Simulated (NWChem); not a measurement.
# CH$_{3}$FSi in NWChem

```xyz
6

Si     0.0729    -0.6822     0.0000
F      1.3303     0.3833     0.0000
C     -1.3511     0.5843     0.0000
H     -2.3467     0.1116     0.0000
H     -1.2703     1.2421    -0.8861
H     -1.2703     1.2421     0.8861
```
Charge 0, spin multiplicity 1.

All runs are NWChem calculations. The geometry was optimised at B3LYP/def2-SVP, a minimum by its harmonic frequencies.

Symmetry labels belong to the abelian group Cs used in the runs, with the axes of the coordinates shown.

B3LYP has NWChem's definition, with VWN1-RPA local correlation. The structure started from a generated list of species.

Q: List the lowest 4 singlet excitations that TD-B3LYP/def2-SVPD, VWN1-RPA local correlation gives, with oscillator strengths.

A: 
| state | symmetry | energy (eV) | wavelength (nm) | f |
|---|---|---|---|---|
| 1 | a" | 3.23 | 383 | 0.030 |
| 2 | a' | 6.01 | 206 | 0.127 |
| 3 | a' | 6.27 | 198 | 0.075 |
| 4 | a" | 7.00 | 177 | 0.025 |
